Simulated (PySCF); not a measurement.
Work out the structure from these simulated measurements.

Elements present: C, F, H, N and Si. Monoisotopic mass: 139.0629 u.

| Item | Value |
| --- | --- |
| NMR, other nuclei | isotropic shieldings of nuclei other than C and H, by class: 263 (1 N), 395 (1 F), 436 (1 F), 392 (1 Si) ppm [GIAO PBE0/pcSseg-1] |
| Dipole | 1.08 D [PBE0/pcSseg-1] |
| Rotational structure | rotational constants A, B, C: 3.009, 0.892, 0.793 GHz [GFN2-xTB] |
| 13C NMR | chemical shifts (computed TMS as zero) by class: 92.8 (1 C), 89.4 (1 C), 32.3 (1 C), 19.3 (1 C) ppm [GIAO PBE0/pcSseg-1] |
| 1H NMR | chemical shifts (computed TMS as zero) by class: 5.37 (1 H), 5.15 (1 H), 5.02 (1 H), 4.76 (1 H), 2.86 (3 H), 1.52 (3 H), -0.05 (1 H) ppm [GIAO PBE0/pcSseg-1] |

Gas-phase values; electronic properties from PySCF, density fitting. Levels stand in brackets. Isolated species at its GFN2-xTB geometry (one conformer only). GFN2-xTB frequencies show an imaginary mode (38i cm⁻¹), so this geometry is no minimum at that level. NMR values are class means; diastereotopic atoms form classes of their own.

Question: Which formula fits the mass and the elements?

Answer: C4H11F2NSi (calculated 139.0629). No other formula that holds each of these elements comes within 0.0003 u with a fitting electron parity and a possible valence count.

Question: What is the compound? Reason from the data.

Answer: Numbering: `[CH3:1][NH:2][SiH2:3][C@@H:4]([F:5])[C@@H:6]([CH3:7])[F:8]`. Its formula, C4H11F2NSi, gives 0 degrees of unsaturation, so no ring and no π bond. 4 carbons fall into 4 classes; from least to most shielded: sp3 C–F carbon [C6] (92.8 ppm), sp3 C–F carbon [C4] (89.4 ppm), N-methyl carbon [C1] (32.3 ppm), methyl carbon [C7] (19.3 ppm). Hydrogen classes from least to most shielded: 1 H on an sp3 C–F carbon, C6 (5.37 ppm), 1 H on an sp3 C–F carbon, C4 (5.15 ppm), 1 H on an SiH2 silicon, Si3 (5.02 ppm), 1 H on an SiH2 silicon, Si3 (4.76 ppm), 3 H on an N-methyl carbon, C1 (2.86 ppm, a mean of values up to 0.5 ppm apart in this geometry), 3 H on a methyl carbon, C7 (1.52 ppm), 1 H on a silicon-bound nitrogen, N2 (-0.05 ppm). The other shieldings belong to: 263 ppm, silicon-bound nitrogen [N2]; 395 ppm, alkyl fluorine [F8]; 436 ppm, alkyl fluorine [F5]; 392 ppm, SiH2 silicon [Si3]. The optimised geometry has point group C1 and is an asymmetric top. Structure: `[C@H]([C@@H]([SiH2]NC)F)(C)F`. Computed isomers that give other values at the same levels: `CN[SiH2][C@@H](F)[C@H](C)F` (1H chemical shifts (computed TMS as zero) by class: 4.93 (1 H), 4.89 (1 H), 4.71 (1 H), 4.56 (1 H), 2.86 (3 H), 1.54 (3 H), 0.15 (1 H) ppm); `C[C@@H](CN)C[SiH](F)F` (13C chemical shifts (computed TMS as zero) by class: 51.3 (1 C), 36.5 (1 C), 25.0 (1 C), 22.9 (1 C) ppm); `FC[C@@H](F)CCN[SiH3]` (13C chemical shifts (computed TMS as zero) by class: 97.4 (1 C), 91.8 (1 C), 46.0 (1 C), 41.4 (1 C) ppm). The assignments are read from this structure; whether some other isomer fits the data as well wasn't checked. The mirror image fits equally.

Shape of the structure used: `[CH3:1][NH:2][SiH2:3][C@@H:4]([F:5])[C@@H:6]([CH3:7])[F:8]`: C1–N2–Si3–C4 177°, N2–Si3–C4–F5 40°, Si3–C4–C6–C7 -69°.
